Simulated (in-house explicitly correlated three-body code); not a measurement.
Results of a calculation; reference values are marked as such.
**Two electrons around a charge Z: functional-driven and density-driven errors**

The exact non-relativistic ground state comes from a variational code in 260 exponentially correlated functions, the Kohn-Sham parts from inverting its density (past Z = 6 the correlation energy is taken as exact minus Hartree-Fock, equal to within microhartrees), and self-consistent runs (Hartree-Fock is restricted) from a B-spline radial code. Z may be fractional; the second electron is bound down to Z = 0.911.

The total error of a self-consistent run is the error on the exact density (functional-driven) plus the energy gained by relaxing to the functional's own density (density-driven, never positive). «Unbound» marks a run whose level isn't bound or that didn't converge.

```tsv
Z	PBE functional (mEh)	PBE density (mEh)	TPSS functional (mEh)	TPSS density (mEh)	revTPSS functional (mEh)	revTPSS density (mEh)
1.7	+8.14	-0.85	-5.24	-0.24	-7.84	-0.14
2.1	+12.96	-0.97	-5.80	-0.26	-8.25	-0.16
2.56	+18.70	-1.07	-6.17	-0.28	-8.48	-0.17
3.22	?	?	?	?	?	?
4.1	+38.52	-1.23	-6.66	-0.32	-8.63	-0.21
5	+50.27	-1.29	-6.75	-0.34	-8.60	-0.22
6.4	+68.63	-1.34	-6.80	-0.35	-8.52	-0.23
7.6	+84.40	-1.37	-6.81	-0.36	-8.43	-0.24
9.9	?	?	?	?	?	?
11.7	+138.3	-1.44	-6.73	-0.38	-8.17	-0.25
```

Q: What belongs in the row Z = 9.9?

A: PBE functional (mEh): +114.6; PBE density (mEh): -1.42; TPSS functional (mEh): -6.77; TPSS density (mEh): -0.37; revTPSS functional (mEh): -8.28; revTPSS density (mEh): -0.25.

Q: What belongs in the row Z = 3.22?

A: PBE functional (mEh): +27.12; PBE density (mEh): -1.16; TPSS functional (mEh): -6.46; TPSS density (mEh): -0.30; revTPSS functional (mEh): -8.60; revTPSS density (mEh): -0.19.

Q: Which part of the error is larger?

A: PBE: functional-driven +138.3, density-driven -1.44 mEh at Z = 11.7; TPSS: functional-driven -6.73, density-driven -0.38 mEh at Z = 11.7; revTPSS: functional-driven -8.17, density-driven -0.25 mEh at Z = 11.7. The density-driven part is second order in the error of the density, so it stays small unless the second electron is loosely bound.
